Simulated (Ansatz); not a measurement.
One change: `C[Si](C)(P)Cl` becomes `C[Si](C)(O)P`.

Ansatz, PBE0-D4/def2-TZVP geometries, multiplicity 1. Each molecule was computed in one conformer, which needn't be the lowest.

| property | `C[Si](C)(P)Cl` |
| --- | --- |
| LUMO energy (PBE/def2-TZVPP) / eV | -0.56 |
| HOMO–LUMO gap (ωB97M-V/def2-TZVPP) / eV | 11.54 |
| size of the dipole moment (PBE/def2-TZVPP) / D | 2.29 |
| HOMO energy (PBE0/def2-TZVPP) / eV | -7.45 |
| HOMO–LUMO gap (PBE0/def2-TZVPP) / eV | 7.79 |
| LUMO energy (ωB97M-V/def2-TZVPP) / eV | 2.00 |

(1) What does the change do to each property? (Best estimate.)

Answers

(1) Computed: 
```
                                      property  `C[Si](C)(O)P`  shift
             LUMO energy (PBE/def2-TZVPP) / eV           -0.46   0.10
       HOMO–LUMO gap (ωB97M-V/def2-TZVPP) / eV           11.11  -0.43
size of the dipole moment (PBE/def2-TZVPP) / D            2.54   0.25
            HOMO energy (PBE0/def2-TZVPP) / eV           -7.15   0.30
          HOMO–LUMO gap (PBE0/def2-TZVPP) / eV            7.54  -0.25
         LUMO energy (ωB97M-V/def2-TZVPP) / eV            1.87  -0.13
```

With PBE0 the HOMO rises by 0.30 eV and the LUMO rises by 0.05 eV, so the gap narrows by about 0.25 eV. PBE moves the HOMO by 0.30 eV and ωB97M-V by 0.30 eV. The zero-point energy changes by 31.4 kJ/mol with +3 modes. Dipoles are sizes alone; their direction can turn.
